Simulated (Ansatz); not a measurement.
Cs3⁻, relaxed as a singlet with RKS PBE/def2-TZVPD in Ansatz, starting from the GFN1-xTB geometry. Force threshold 0.02 eV/Å.

In the def2 sets Cs takes a core potential; there is no spin–orbit coupling. The restricted singlet is unstable towards broken spin symmetry at other levels; at PBE/def2-TZVPD this wasn't settled. The highest occupied level of the charge -1 singlet lies above zero (up to 0.10 eV). The electron is either unbound and held by the finite basis, or the level is raised by self-interaction error. The structure comes from a short search, and lower isomers may exist.

Start:

Cartesian coordinates in Å:
```
Cs -1.437 -2.198 -2.413
Cs 1.090 -0.461 2.331
Cs 0.347 2.659 0.082
```

```csv
step,energy (eV),largest force component (eV/Å),SCF passes
1,-1645.8179,0.331,41
2,-1645.8480,0.284,47
3,-1645.9367,0.185,55
4,-1646.0004,0.127,47
5,-1646.0462,0.082,40
6,-1646.0832,0.073,39
7,-1646.1171,0.067,38
8,-1646.1419,0.040,38
9,-1646.1613,0.040,35
10,-1646.1814,0.041,36
11,-1646.2031,0.038,36
12,-1646.2235,0.033,37
13,-1646.2411,0.029,33
14,-1646.2572,0.028,33
15,-1646.2713,0.028,31
16,-1646.2832,0.027,31
17,-1646.2922,0.024,30
18,-1646.2989,0.020,30
19,-1646.3034,0.015,30
20,-1646.3059,0.009,32
21,-1646.3065,0.009,31
22,-1646.3068,0.009,31
```

Force components are those of the run's own axes.

End:

```
atom   x (Å)   y (Å)   z (Å)
 Cs1  -1.372  -4.665  -1.700
 Cs2   0.013  -0.009   0.029
 Cs3   1.359   4.674   1.671
```

By distances, no bond broke or formed. The bond that changes most is Cs2–Cs3, from 3.92 to 5.14 Å (atoms count from 1).

The force fell under the threshold at step 19, but the optimiser went on and released 0.003 eV more. No frequencies were taken in this run, so the end may be a saddle point.

It took 56 s on 4 threads of Intel Xeon on a shared host.
